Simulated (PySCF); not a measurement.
NMR data simulated for an unnamed compound:

¹H NMR (600 MHz, computed): δ 3.14 (s, 1H), 2.68 (m, 1H), 2.65 (m, 3H), 1.03 (m, 2H), 0.97 (m, 2H).

¹³C{¹H} NMR (computed): δ 201.8 (C), 176.5 (C), 122.1 (C), 93.1 (CH), 82.1 (C), 21.3 (CH3), 14.7 (CH), 11.6 (CH2).

PySCF 2.14 calculation with NMR shieldings at PBE0/pcSseg-1/GIAO and GFN2-xTB geometry; in vacuum, single conformer, non-relativistic Hamiltonian, equivalent nuclei averaged.

Chemical shifts δ = σref − σ; TMS for ¹H and ¹³C, all at this level.

**Question.** Which of these does the molecule contain: a heteroaromatic ring, an aldehyde, a C≡C triple bond, a three-membered ring, a non-aromatic C=C double bond, a benzene ring?

**Answer.** 
- A heteroaromatic ring: yes.
- An aldehyde: no.
- A C≡C triple bond: yes (δC 93.1, 82.1; δH 3.14 (s)).
- A three-membered ring: yes.
- A non-aromatic C=C double bond: no.
- A benzene ring: no.

The data belong to `C1(c2c(C#C)pc(C)o2)CC1`, C9H9OP; they needn't prove each group on their own.

Carbon signals by region: 2 in the far downfield region (above 160 ppm), 1 in the sp2 and nitrile region (100–160 ppm), 2 at 50–100 ppm, 3 below 50 ppm. Above 160 ppm: 201.8, substituted aromatic carbon next to the ring oxygen, 176.5, substituted aromatic carbon next to the ring oxygen.

Splittings by ³¹P in the carbon and heteronuclear signals aren't shown, as no couplings were computed. Shifts are as computed. Against solution values, carbons near 30 ppm lie about +3 ppm off and those near 130 ppm about +5 ppm. Of 1211 compounds with measured shifts, 218 miss one by over three times the rms of a fit or turn the order of signals round; such compounds aren't used in these exercises. Multiplicities follow the n + 1 count of equivalent neighbours, as no J values were calculated; m marks all less simple cases, F and P coupling included.
